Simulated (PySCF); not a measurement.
## Ta (tantalum, neutral) across methods

[Xe] 4f14 5d3 6s2, high-spin 4F determinant. All numbers are calculated (PySCF 2.14, scalar relativity by spin-free X2C-1e, in ANO-RCC-VTZP (8s7p5d3f2g1h, 104 functions)).

```csv
method,E (hartree),mean ε 6s α (eV),mean ε 6s β (eV),mean ε 5d α (eV),Σ⟨r²⟩ (bohr²),⟨S²⟩
PBE,-15604.77,-5.773,-4.656,-4.361,70.75,3.755
PBE0,-15604.51,-6.409,-5.225,-5.603,70.76,3.757
UHF,-15599.46685,-7.688,-5.941,-8.923,72.59,3.774
r2SCAN,-15604.83,-6.004,-4.739,-4.858,71.13,3.771
LDA,-15594.60,-5.964,-4.938,-4.412,70.43,3.755
```

Spin-orbit coupling, absent here, splits the open shell strongly.
